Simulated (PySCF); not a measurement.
C2H6N, charge +1, singlet, at a GFN2-xTB geometry, with bond 6-2 at 1.8 times its length; CASSCF(4,6)/STO-3G in PySCF.

PySCF was given this input:
```python
from pyscf import gto, scf, mcscf
import numpy

mol = gto.M(
    atom='''
C     1.19449783    0.20957494   -0.25641419
N     0.15901748   -0.25825353    0.29751899
C    -1.19342336    0.04795778   -0.04208071
H     1.10961847    0.91670945   -1.07502911
H     2.18679999   -0.07881493    0.06660502
H     0.33602026   -1.45885429    1.68702341
H    -1.70754497    0.46014207    0.82955100
H    -1.24527651    0.75862457   -0.86516323
H    -1.72051849   -0.86882881   -0.31709313
''',
    basis='sto-3g',
    charge=1,
    verbose=4,
)

mf = scf.RHF(mol)
mf.kernel()
mc = mcscf.CASSCF(mf, 6, 4)
mc.fix_spin_(ss=0.0)
mc.kernel()
occ = numpy.linalg.eigvalsh(mc.fcisolver.make_rdm1(mc.ci, mc.ncas, mc.nelecas))[::-1]
ss = mc.fcisolver.spin_square(mc.ci, mc.ncas, mc.nelecas)[0]
print('natural occupations', occ.round(4), ' <S^2>', round(ss, 4))
```

Task: Write the output that PySCF gives for this input, abridged.

Result: 
```
PySCF version 2.14.0

[INPUT] verbose = 4
[INPUT] num. atoms = 9
[INPUT] num. electrons = 24
[INPUT] charge = 1
[INPUT] spin (= nelec alpha-beta = 2S) = 0
[INPUT] symmetry False subgroup None
[INPUT] Mole.unit = angstrom
[INPUT] Symbol           X                Y                Z      unit          X                Y                Z       unit  Magmom
[INPUT]  1 C      1.194497830000   0.209574940000  -0.256414190000 AA    2.257273755087   0.396039239172  -0.484552593552 Bohr   0.0
[INPUT]  2 N      0.159017480000  -0.258253530000   0.297518990000 AA    0.300499486219  -0.488028442402   0.562229407957 Bohr   0.0
[INPUT]  3 C     -1.193423360000   0.047957780000  -0.042080710000 AA   -2.255243301058   0.090627069742  -0.079521017027 Bohr   0.0
[INPUT]  4 H      1.109618470000   0.916709450000  -1.075029110000 AA    2.096875011059   1.732329796301  -2.031510593835 Bohr   0.0
[INPUT]  5 H      2.186799990000  -0.078814930000   0.066605020000 AA    4.132453070302  -0.148938632227   0.125865246321 Bohr   0.0
[INPUT]  6 H      0.336020260000  -1.458854290000   1.687023410000 AA    0.634986263705  -2.756835063747   3.188012210630 Bohr   0.0
[INPUT]  7 H     -1.707544970000   0.460142070000   0.829551000000 AA   -3.226792338679   0.869542490690   1.567624196359 Bohr   0.0
[INPUT]  8 H     -1.245276510000   0.758624570000  -0.865163230000 AA   -2.353231553254   1.433592668666  -1.634921557744 Bohr   0.0
[INPUT]  9 H     -1.720518490000  -0.868828810000  -0.317093130000 AA   -3.251308738350  -1.641848500032  -0.599219171681 Bohr   0.0

nuclear repulsion = 77.3335499693341
number of shells = 15
number of NR pGTOs = 63
number of NR cGTOs = 21
basis = sto-3g
ecp = {}

******** <class 'pyscf.scf.hf.RHF'> ********
method = RHF
initial guess = minao
damping factor = 0
level_shift factor = 0
DIIS = <class 'pyscf.scf.diis.CDIIS'>
diis_start_cycle = 1
diis_space = 8
diis_damp = 0
SCF conv_tol = 1e-09
SCF conv_tol_grad = None
SCF max_cycles = 50
direct_scf = True
direct_scf_tol = 1e-13
Set gradient conv threshold to 3.16228e-05
Initial guess from minao.
init E= -132.170983518426
  HOMO = -0.266564936397849  LUMO = -0.00213376452973568  gap/eV = 7.19554
cycle= 1 E= -131.596276299459  delta_E= 0.575  |g|= 0.255  |ddm|= 3.46
  HOMO = -0.659161071693324  LUMO = -0.165931320453648  gap/eV = 13.42147
cycle= 2 E= -131.622963395345  delta_E= -0.0267  |g|= 0.058  |ddm|= 0.43
  HOMO = -0.643259578271593  LUMO = -0.162908015009639  gap/eV = 13.07103
cycle= 3 E= -131.624418567902  delta_E= -0.00146  |g|= 0.015  |ddm|= 0.108
  HOMO = -0.644215353277616  LUMO = -0.156503394973525  gap/eV = 13.27132
cycle= 4 E= -131.624534553156  delta_E= -0.000116  |g|= 0.00149  |ddm|= 0.0322
  HOMO = -0.644216436031452  LUMO = -0.15649277910404  gap/eV = 13.27164
cycle= 5 E= -131.624535902443  delta_E= -1.35e-06  |g|= 0.000384  |ddm|= 0.00305
  HOMO = -0.644119642094533  LUMO = -0.156365095077515  gap/eV = 13.27248
cycle= 6 E= -131.624535970088  delta_E= -6.76e-08  |g|= 0.000162  |ddm|= 0.000749
  HOMO = -0.644141024761711  LUMO = -0.15634093985525  gap/eV = 13.27372
cycle= 7 E= -131.624535979408  delta_E= -9.32e-09  |g|= 3.53e-05  |ddm|= 0.000247
  HOMO = -0.644132657271693  LUMO = -0.156329141324674  gap/eV = 13.27381
cycle= 8 E= -131.62453597991  delta_E= -5.02e-10  |g|= 7.75e-06  |ddm|= 5.52e-05
  HOMO = -0.644131883818662  LUMO = -0.156328092933768  gap/eV = 13.27382
Extra cycle  E= -131.624535979943  delta_E= -3.33e-11  |g|= 3.24e-06  |ddm|= 1.35e-05
converged SCF energy = -131.624535979943

******** <class 'pyscf.mcscf.mc1step.CASSCF'> ********
CAS (2e+2e, 6o), ncore = 10, nvir = 5
max_cycle_macro = 50
max_cycle_micro = 4
conv_tol = 1e-07
conv_tol_grad = None
orbital rotation max_stepsize = 0.02
orbital rotation threshold for CI restart = 0.01
augmented hessian ah_max_cycle = 30
augmented hessian ah_conv_tol = 1e-12
augmented hessian ah_linear dependence = 1e-14
augmented hessian ah_level shift = 1e-08
augmented hessian ah_start_tol = 2.5
augmented hessian ah_start_cycle = 3
augmented hessian ah_grad_trust_region = 3
kf_trust_region = 3
kf_interval = 4
ci_response_space = 4
ci_grad_trust_region = 3
with_dep4 0
natorb = False
canonicalization = True
sorting_mo_energy = False
ao2mo_level = 2
internal_rotation = False
******** <class 'pyscf.fci.addons.SpinPenaltyFCISolver'> ********
max. cycles = 50
conv_tol = 1e-08
davidson only = True
linear dependence = 1e-12
level shift = 0.001
max iter space = 12
nroots = 1
pspace_size = 400
spin = None
CASCI E = -131.680316633956  S^2 = 0.0000000
Set conv_tol_grad to 0.000316228
macro iter   1 ( 21 JK    4 micro), CASSCF E = -131.716196865629  dE = -3.58802317e-02  S^2 = 0.0000000
               |grad[o]|=0.0752  |grad[c]|=0.0255  |ddm|=0.141  |maxRot[o]|=0.272
macro iter   2 ( 21 JK    4 micro), CASSCF E = -131.727541072198  dE = -1.13442066e-02  S^2 = 0.0000000
               |grad[o]|=0.0422  |grad[c]|=0.0118  |ddm|=0.0354  |maxRot[o]|=0.187
macro iter   3 ( 21 JK    4 micro), CASSCF E = -131.731996172976  dE = -4.45510078e-03  S^2 = 0.0000000
               |grad[o]|=0.0249  |grad[c]|=0.0077  |ddm|=0.00767  |maxRot[o]|=0.304
macro iter   4 ( 21 JK    4 micro), CASSCF E = -131.733471822851  dE = -1.47564988e-03  S^2 = 0.0000000
               |grad[o]|=0.0117  |grad[c]|=0.00324  |ddm|=0.00197  |maxRot[o]|= 0.31
macro iter   5 ( 14 JK    4 micro), CASSCF E = -131.733652222583  dE = -1.80399732e-04  S^2 = 0.0000000
               |grad[o]|=0.00395  |grad[c]|=0.000675  |ddm|=0.00165  |maxRot[o]|=0.136
macro iter   6 (  3 JK    1 micro), CASSCF E = -131.733652749969  dE = -5.27385652e-07  S^2 = 0.0000000
               |grad[o]|=0.000229  |grad[c]|=0.000224  |ddm|=0.000117  |maxRot[o]|=0.0115
macro iter   7 (  3 JK    1 micro), CASSCF E = -131.733652810348  dE = -6.03797901e-08  S^2 = 0.0000000
               |grad[o]|=3.27e-05  |grad[c]|=0.000194  |ddm|=3.86e-05  |maxRot[o]|=0.00962
1-step CASSCF converged in   7 macro (104 JK  22 micro) steps
CASSCF canonicalization
Density matrix diagonal elements [1.89799029e+00 1.77577115e+00 2.22706165e-01 1.01525411e-01
 4.24614257e-04 1.58236711e-03]
CASSCF energy = -131.733652810348
CASCI E = -131.733652810348  E(CI) = -5.61749845973084  S^2 = 0.0000000
natural occupations [1.8987e+00 1.7870e+00 2.1150e-01 1.0080e-01 1.6000e-03 3.0000e-04]  <S^2> 0.0
```
